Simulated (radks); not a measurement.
Results of a calculation; reference values are marked as such.
Species: Ti4+. Configuration: [Ar] (the NIST ground configuration). Level of theory: scalar-relativistic Kohn-Sham, LDA (Slater exchange, Perdew-Wang correlation), spin-polarised, spherical densities, finite nucleus; Fermi nuclear charge, rms radius 3.5921 fm (a radial shooting solver on a logarithmic mesh with Libxc functionals).

Unscreened Slater integrals over Kohn-Sham orbitals (eV). They are taken over the spin-up orbitals.

integral    value
F0(3p,3p)  23.899
F2(3p,3p)  12.061
F0(3p,3s)  24.462
G1(3p,3s)  16.292
F0(3p,2p)  32.361
F2(3p,2p)  6.4697
G0(3p,2p)  2.5795
G2(3p,2p)  2.6768
F0(3p,2s)  31.762
G1(3p,2s)  1.9802
F0(3s,3s)  25.082
F0(3s,2p)  33.288
G1(3s,2p)  2.7929
F0(3s,2s)  32.821
G0(3s,2s)  2.2335
F0(2p,2p)  85.716
F2(2p,2p)  40.159
F0(2p,2s)  79.592
G1(2p,2s)  46.342
F0(2s,2s)  75.594
